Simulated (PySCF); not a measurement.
AsBFH3, SMILES FB[AsH2]. Atoms are numbered in the order given.

```xyz
6

B     -1.0866    -0.4473     0.5846
As     0.5961    -0.0049    -0.4790
H      1.2758    -1.3245    -0.1086
H      1.2605     0.7977     0.6416
F     -1.6815     0.4933     1.3179
H     -1.6421    -1.5138     0.4894
```
Charge 0, spin multiplicity 1.

Coordinates come from a PBE-D3(BJ)/def2-TZVP optimisation.

Calculation: PBE-D3(BJ)/def2-TZVP (PySCF).

Frequencies are harmonic and unscaled.

```json
[
 {"mode": "1", "ν (cm⁻¹)": "176", "IR (km/mol)": "1.7", "moving atoms (share of kinetic energy)": "H 70 %, B 14 %, F 13 %"},
 {"mode": "2", "ν (cm⁻¹)": "250", "IR (km/mol)": "2.3", "moving atoms (share of kinetic energy)": "F 55 %, H 17 %, As 15 %, B 14 %"},
 {"mode": "3", "ν (cm⁻¹)": "442", "IR (km/mol)": "13.7", "moving atoms (share of kinetic energy)": "H 76 %, B 13 %, As 9 %"},
 {"mode": "4", "ν (cm⁻¹)": "527", "IR (km/mol)": "7.4", "moving atoms (share of kinetic energy)": "H 64 %, B 26 %"},
 {"mode": "5", "ν (cm⁻¹)": "693", "IR (km/mol)": "23.2", "moving atoms (share of kinetic energy)": "H 64 %, B 30 %"},
 {"mode": "6", "ν (cm⁻¹)": "808", "IR (km/mol)": "6.4", "moving atoms (share of kinetic energy)": "H 63 %, B 34 %"},
 {"mode": "7", "ν (cm⁻¹)": "951", "IR (km/mol)": "31.3", "moving atoms (share of kinetic energy)": "H 97 %"},
 {"mode": "8", "ν (cm⁻¹)": "1061", "IR (km/mol)": "45.0", "moving atoms (share of kinetic energy)": "H 78 %, F 12 %, B 10 %"},
 {"mode": "9", "ν (cm⁻¹)": "1262", "IR (km/mol)": "297.6", "moving atoms (share of kinetic energy)": "B 66 %, F 27 %"},
 {"mode": "10", "ν (cm⁻¹)": "2145", "IR (km/mol)": "45.6", "moving atoms (share of kinetic energy)": "H 99 %"},
 {"mode": "11", "ν (cm⁻¹)": "2164", "IR (km/mol)": "60.5", "moving atoms (share of kinetic energy)": "H 99 %"},
 {"mode": "12", "ν (cm⁻¹)": "2540", "IR (km/mol)": "131.9", "moving atoms (share of kinetic energy)": "H 91 %, B 9 %"}
]
```
